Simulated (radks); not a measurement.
The nuclear charge of the gold ion Au+ is varied continuously with 78 electrons held in [Xe] 4f14 5d10. Calculated with a radial shooting solver on a logarithmic mesh with Libxc functionals: Dirac Kohn-Sham, BLYP, spin-unpolarised, spherical densities, finite nucleus; Fermi nuclear charge, rms radius 5.4371 fm. By the Hellmann-Feynman theorem dE/dZ = E(electron-nucleus)/Z, the electronic potential at the nucleus (averaged over a nucleus of fixed radius).

Z,E (hartree),E(electron-nucleus)/Z (hartree),HOMO,e(HOMO) (eV),<r> HOMO (bohr)
78.5,-18742.6463,-600.592,5d5/2,-8.938,1.707
79,-19044.4743,-606.722,5d5/2,-14.651,1.613
79.5,-19349.3718,-612.871,5d5/2,-20.997,1.536
80,-19657.3495,-619.043,5d5/2,-27.907,1.471

The central difference of E at Z = 79 is -606.726 hartree, to compare with the third column; the second derivative is -12.3 hartree.
